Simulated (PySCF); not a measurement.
TeBr2, SMILES Br[Te]Br. Heavy atoms are numbered as in [Te:1]([Br:2])[Br:3].

The structure is a stationary point at B3LYP-D3(BJ)/def2-SVP. The def2 effective core potentials stand for the cores of Te; spin–orbit coupling is left out.

All values below come from PySCF with PBE/def2-TZVPD.

Mulliken values depend strongly on the basis, most of all with diffuse functions as here. ESP charges are fitted to the potential on shells at 1.4 to 2.0 van der Waals radii. Atomic charges (e), one atom of each kind:

| atom | Mulliken | ESP fit |
|---|---|---|
| Te1 | 0.30 | 0.18 |
| Br2 | -0.15 | -0.09 |
